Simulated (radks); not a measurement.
Values are calculated unless marked as measured or tabulated.
Orbital eigenvalues (eV) of the silver ion Ag2+, [Kr] 4d9, at several levels of relativity; Dirac values are averaged over j with weights 2j + 1. Spin-unpolarised spherical Kohn-Sham, PBE, point nucleus unless stated (finite: rms radius 4.5454 fm), a radial shooting solver on a logarithmic mesh with Libxc functionals. A level marked "c x" has the speed of light scaled by that factor and shares open shells by 2j + 1; other Dirac levels either fill j = l - 1/2 first or share by 2j + 1.

shell       non-rel.  Dirac, 2j+1 shares  Dirac, c x 0.85  Dirac, c x 1.5  change of magnitude, last against first (%)
1s            -24551              -25338           -25668          -24889                                        +1.38
2s           -3559.6             -3749.2          -3829.5         -3640.6                                        +2.28
2p           -3314.0             -3368.7          -3391.5         -3337.5                                        +0.71
3s           -668.02             -705.94          -722.04         -684.21                                        +2.42
3p           -569.03             -580.48          -585.22         -573.97                                        +0.87
3d           -386.10             -380.90          -378.81         -383.83                                        -0.59
4s           -110.16             -117.53          -120.68         -113.30                                        +2.85
4p           -78.982             -81.056          -81.929         -79.871                                        +1.13
4d           -29.278             -28.888          -28.744         -29.102                                        -0.60
5s (empty)   -19.851             -20.789          -21.195         -20.248                                        +2.00
5p (empty)   -14.096             -14.355          -14.464         -14.207                                        +0.79
